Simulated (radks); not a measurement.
Q: These are the eigenvalues of the occupied orbitals of an atom or ion with whole-number occupations (eV). Calculated with a radial shooting solver on a logarithmic mesh with Libxc functionals: Dirac Kohn-Sham, PBE, spin-unpolarised, spherical densities, finite nucleus; Fermi nuclear charge, rms radius of each element as measured or else 0.836 A^(1/3) + 0.57 fm.

1s1/2: -17844.58
2s1/2: -2496.112
2p1/2: -2287.278
2p3/2: -2201.422
3s1/2: -432.2477
3p1/2: -354.5062
3p3/2: -340.8324
3d3/2: -203.8109
3d5/2: -201.3121
4s1/2: -81.4897
4p1/2: -60.3816
4p3/2: -58.5404
4d3/2: -28.2910

Which element is it, and in what charge state? The configuration may be excited. Open shells, if any, fill j = l - 1/2 first.

A: Z = 40, zirconium, charge +3: Zr3+ in [Kr] 4d1. The list shows which subshells hold electrons but not how many an open one holds; the 1s level, -655.78 hartree, gives Z - s = 36.2 by -(Z - s)^2/2, which with screening and relativity narrows Z to a few neighbours, and the depths of the outer levels then fix element, charge and occupations together.
